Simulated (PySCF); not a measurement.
A geometry optimisation, step by step.

Species: Ge(OH)Cl3.
Bonds: Ge1–O2, Ge1–Cl4, Ge1–Cl5, Ge1–Cl6. Hydrogens: H3 on O2.

Method: PBE0-D3(BJ)/def2-SVP geometry optimisation, gas phase (PySCF 2.14.0); density fitting, grid level 1; the optimiser is geomeTRIC in internal coordinates, started from a GFN2-xTB structure with every atom displaced at random (about 0.03 Å). The frame can shift and turn from step to step; on so coarse a grid that alone can change the energy by a few meV, and forces under 0.02 eV/Å are noise.

Step 0: E = -96111.7052 eV, largest atomic force 2.344 eV/Å
```
atom  x, y, z in Å  |  force x, y, z in eV/Å
Ge1    -0.003   -0.196   -0.340    0.351   2.307  -0.227
O2     -0.085   -0.134    1.386   -0.559  -1.571  -0.193
H3      0.268    0.609    1.830    0.696   1.405   0.624
Cl4     2.046   -0.104   -1.036   -0.684  -0.158   0.103
Cl5    -1.084    1.599   -1.063    0.649  -0.868   0.145
Cl6    -1.080   -1.870   -0.847   -0.454  -1.116  -0.453
```

Step 1: E = -96111.8693 eV, largest atomic force 0.819 eV/Å
```
atom  x, y, z in Å  |  force x, y, z in eV/Å
Ge1    -0.032   -0.167   -0.319   -0.052   0.816   0.048
O2     -0.076   -0.128    1.422   -0.049  -0.246   0.166
H3      0.312    0.643    1.849    0.071   0.114  -0.114
Cl4     1.975   -0.116   -1.040   -0.076  -0.101  -0.016
Cl5    -1.042    1.571   -1.096    0.185  -0.262   0.021
Cl6    -1.074   -1.899   -0.885   -0.079  -0.320  -0.104
```

Step 2: E = -96111.8874 eV, largest atomic force 0.093 eV/Å
```
atom  x, y, z in Å  |  force x, y, z in eV/Å
Ge1    -0.050   -0.145   -0.303   -0.047   0.001   0.023
O2     -0.077   -0.119    1.442    0.001   0.018   0.089
H3      0.335    0.664    1.831   -0.002  -0.012  -0.057
Cl4     1.946   -0.144   -1.037    0.085  -0.029  -0.025
Cl5    -1.025    1.559   -1.125   -0.035   0.055  -0.040
Cl6    -1.066   -1.911   -0.877   -0.002  -0.032   0.010
```

Step 3: E = -96111.8885 eV, largest atomic force 0.048 eV/Å
```
atom  x, y, z in Å  |  force x, y, z in eV/Å
Ge1    -0.054   -0.144   -0.300   -0.018  -0.043  -0.010
O2     -0.078   -0.107    1.446   -0.003   0.033   0.019
H3      0.342    0.678    1.820    0.003  -0.001  -0.021
Cl4     1.946   -0.160   -1.035    0.019  -0.008  -0.003
Cl5    -1.026    1.556   -1.139   -0.006   0.004  -0.009
Cl6    -1.067   -1.919   -0.862    0.006   0.016   0.025
```

Step 4: E = -96111.8886 eV, largest atomic force 0.085 eV/Å
```
atom  x, y, z in Å  |  force x, y, z in eV/Å
Ge1    -0.059   -0.148   -0.296    0.024  -0.076  -0.030
O2     -0.077   -0.078    1.451   -0.008   0.030  -0.053
H3      0.356    0.713    1.796    0.010   0.017   0.021
Cl4     1.944   -0.189   -1.032   -0.046   0.011   0.015
Cl5    -1.027    1.541   -1.166    0.014  -0.033   0.013
Cl6    -1.074   -1.935   -0.822    0.007   0.051   0.036
```

Step 5: E = -96111.8886 eV, largest atomic force 0.073 eV/Å
```
atom  x, y, z in Å  |  force x, y, z in eV/Å
Ge1    -0.061   -0.155   -0.293    0.040  -0.055  -0.024
O2     -0.075   -0.051    1.452   -0.009   0.015  -0.071
H3      0.367    0.744    1.776    0.015   0.025   0.033
Cl4     1.942   -0.212   -1.033   -0.066   0.012   0.016
Cl5    -1.027    1.523   -1.188    0.019  -0.043   0.015
Cl6    -1.083   -1.946   -0.784    0.002   0.046   0.031
```

Step 6: E = -96111.8888 eV, largest atomic force 0.051 eV/Å
```
atom  x, y, z in Å  |  force x, y, z in eV/Å
Ge1    -0.060   -0.156   -0.294    0.032  -0.037  -0.017
O2     -0.075   -0.050    1.451   -0.001   0.021  -0.041
H3      0.367    0.745    1.776    0.006   0.010   0.021
Cl4     1.941   -0.211   -1.032   -0.043   0.006   0.006
Cl5    -1.027    1.522   -1.186    0.010  -0.027   0.002
Cl6    -1.084   -1.945   -0.784   -0.003   0.027   0.028
```

Step 7: E = -96111.8888 eV, largest atomic force 0.028 eV/Å
```
atom  x, y, z in Å  |  force x, y, z in eV/Å
Ge1    -0.059   -0.158   -0.294    0.019  -0.017  -0.005
O2     -0.075   -0.049    1.450    0.004   0.022  -0.017
H3      0.367    0.745    1.777    0.001  -0.001   0.009
Cl4     1.941   -0.210   -1.032   -0.019  -0.001  -0.003
Cl5    -1.026    1.520   -1.185    0.001  -0.013  -0.009
Cl6    -1.085   -1.944   -0.784   -0.006   0.010   0.026
```

Step 8: E = -96111.8888 eV, largest atomic force 0.026 eV/Å
```
atom  x, y, z in Å  |  force x, y, z in eV/Å
Ge1    -0.059   -0.158   -0.294    0.011  -0.005  -0.001
O2     -0.074   -0.049    1.449    0.004   0.017  -0.008
H3      0.366    0.745    1.777    0.000  -0.002   0.004
Cl4     1.941   -0.210   -1.032   -0.009  -0.005  -0.007
Cl5    -1.026    1.519   -1.185   -0.001  -0.008  -0.013
Cl6    -1.086   -1.944   -0.784   -0.006   0.003   0.025
```

Task: Summarise the path.

Result: The energy falls by 4.23 kcal/mol from step 0 to step 8; nine tenths of that is first reached at step 2. It never rises by more than 0.2 meV. The largest force goes from 2.344 to 0.026 eV/Å. Among the bonds Ge1–Cl5 changes most, from 2.216 to 2.131 Å; the atoms move by 0.077 Å rms after alignment.

Task: Follow the three bonds and two angles with the largest change from start to end.

Result: 
```json
{"step": "0", "E above end (kcal/mol)": "4.23", "largest force (eV/Å)": "2.344", "Ge1–Cl5 (Å)": "2.216", "Ge1–Cl6 (Å)": "2.054", "Ge1–Cl4 (Å)": "2.167", "Ge1–O2–H3 (°)": "119.0", "Cl4–Ge1–Cl6 (°)": "116.8"}
{"step": "1", "E above end (kcal/mol)": "0.45", "largest force (eV/Å)": "0.819", "Ge1–Cl5 (Å)": "2.155", "Ge1–Cl6 (Å)": "2.099", "Ge1–Cl4 (Å)": "2.133", "Ge1–O2–H3 (°)": "116.8", "Cl4–Ge1–Cl6 (°)": "113.3"}
{"step": "2", "E above end (kcal/mol)": "0.03", "largest force (eV/Å)": "0.093", "Ge1–Cl5 (Å)": "2.129", "Ge1–Cl6 (Å)": "2.117", "Ge1–Cl4 (Å)": "2.126", "Ge1–O2–H3 (°)": "114.1", "Cl4–Ge1–Cl6 (°)": "110.9"}
{"step": "3", "E above end (kcal/mol)": "0.01", "largest force (eV/Å)": "0.048", "Ge1–Cl5 (Å)": "2.131", "Ge1–Cl6 (Å)": "2.120", "Ge1–Cl4 (Å)": "2.130", "Ge1–O2–H3 (°)": "113.4", "Cl4–Ge1–Cl6 (°)": "110.6"}
{"step": "4", "E above end (kcal/mol)": "0.00", "largest force (eV/Å)": "0.085", "Ge1–Cl5 (Å)": "2.133", "Ge1–Cl6 (Å)": "2.121", "Ge1–Cl4 (Å)": "2.134", "Ge1–O2–H3 (°)": "112.6", "Cl4–Ge1–Cl6 (°)": "110.3"}
{"step": "5", "E above end (kcal/mol)": "0.00", "largest force (eV/Å)": "0.073", "Ge1–Cl5 (Å)": "2.133", "Ge1–Cl6 (Å)": "2.120", "Ge1–Cl4 (Å)": "2.135", "Ge1–O2–H3 (°)": "112.4", "Cl4–Ge1–Cl6 (°)": "110.4"}
{"step": "6", "E above end (kcal/mol)": "0.00", "largest force (eV/Å)": "0.051", "Ge1–Cl5 (Å)": "2.132", "Ge1–Cl6 (Å)": "2.119", "Ge1–Cl4 (Å)": "2.134", "Ge1–O2–H3 (°)": "112.5", "Cl4–Ge1–Cl6 (°)": "110.6"}
{"step": "7", "E above end (kcal/mol)": "0.00", "largest force (eV/Å)": "0.028", "Ge1–Cl5 (Å)": "2.131", "Ge1–Cl6 (Å)": "2.118", "Ge1–Cl4 (Å)": "2.133", "Ge1–O2–H3 (°)": "112.7", "Cl4–Ge1–Cl6 (°)": "110.7"}
{"step": "8", "E above end (kcal/mol)": "0.00", "largest force (eV/Å)": "0.026", "Ge1–Cl5 (Å)": "2.131", "Ge1–Cl6 (Å)": "2.117", "Ge1–Cl4 (Å)": "2.132", "Ge1–O2–H3 (°)": "112.7", "Cl4–Ge1–Cl6 (°)": "110.8"}
```

What follows is the cost of the whole optimisation. On an AMD EPYC with one thread, on a shared host, this took 92 s and 0.44 GiB of memory at its peak.
